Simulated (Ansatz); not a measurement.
Al4As4. The state is a triplet with charge 0. Geometry PBE0-D4/def2-SVP, that of the neutral singlet; atoms count from 1.

| atom | x (Å) | y (Å) | z (Å) |
| --- | --- | --- | --- |
| Al1 | 1.1344 | 1.1405 | -1.2701 |
| Al2 | 1.6321 | -1.1708 | 0.4065 |
| Al3 | -1.6321 | 1.1708 | -0.4064 |
| Al4 | -1.1344 | -1.1405 | 1.2701 |
| As5 | -0.7526 | 1.6836 | -2.4704 |
| As6 | -2.5146 | 0.6600 | 1.6567 |
| As7 | 3.0232 | 0.5992 | -0.0718 |
| As8 | 0.2440 | -2.9428 | 0.8854 |

At PBE0-D4/def2-SVP a singlet of charge 0 lies 1.87 eV below the triplet at the same geometry. The structure comes from a short search, and lower isomers may exist.

(1) Estimate the Mulliken populations from the PBE0/def2-SVP orbitals of Ansatz.

(2) Where does the spin sit?

(3) And the Mayer bond orders between bonded heavy atoms (over 0.3)?

## Answers

(1) 
```
atom  charge (e)  spin (α − β)
 Al1        0.31          0.13
 Al2        0.31          0.13
 Al3        0.31          0.13
 Al4        0.31          0.13
 As5       -0.28          0.63
 As6       -0.33          0.10
 As7       -0.33          0.10
 As8       -0.28          0.63
```
Mulliken values and Mayer orders depend strongly on the basis.

(2) Summed by element: Al 0.54, As 1.46, of 2 unpaired in all. Largest on single atoms: As5 0.63, As8 0.63, Al3 0.13.

(3) Al1–Al2 0.41 (2.90 Å); Al1–As5 1.06 (2.30 Å); Al1–As7 1.30 (2.30 Å); Al2–As7 1.29 (2.30 Å); Al2–As8 1.06 (2.30 Å); Al3–Al4 0.41 (2.90 Å); Al3–As5 1.06 (2.30 Å); Al3–As6 1.29 (2.30 Å); Al4–As6 1.29 (2.30 Å); Al4–As8 1.06 (2.30 Å).
